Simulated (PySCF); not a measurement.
C2HCl3, SMILES ClC=C(Cl)Cl. Atoms are numbered in the order given.

```xyz
6

Cl     0.3504     2.2664     0.0000
C      0.9181     0.6388     0.0000
C      0.1107    -0.4318     0.0000
Cl    -1.6118    -0.3364     0.0000
Cl     0.7806    -2.0334     0.0000
H      2.0015     0.5172     0.0000
```
Charge 0, spin multiplicity 1.

Coordinates come from a B3LYP-D3(BJ)/def2-SVP optimisation.

Two levels are set side by side: PBE/pcSseg-1 (PySCF) and HF/pcSseg-1 (PySCF). GIAO shifts against HCl (³⁵Cl), TMS (¹H), TMS (¹³C) at the same level; non-relativistic, no solvent, atoms listed together averaged. Without spin–orbit terms, shifts of atoms bonded to Cl or Br come out too high at both levels. Differences are taken from unrounded values.

```
quantity                 HF
--------------------  -----
δ(³⁵Cl) of Cl1 (ppm)  158.0
δ(¹³C) of C2 (ppm)    137.3
δ(¹³C) of C3 (ppm)    147.4
δ(¹H) of H6 (ppm)      6.78
```

### Question
What does PBE give, and how far is it from HF? (An estimate is asked for; the answer gives what the named calculation found.)

### Answer

```tsv
quantity	PBE	PBE minus HF
δ(³⁵Cl) of Cl1 (ppm)	270.3	112.3
δ(¹³C) of C2 (ppm)	128.7	-8.7
δ(¹³C) of C3 (ppm)	146.6	-0.8
δ(¹H) of H6 (ppm)	6.42	-0.36
```

Rough cost on one machine, each run with all the roots and properties that it gave: HF against PBE within a factor of 2.
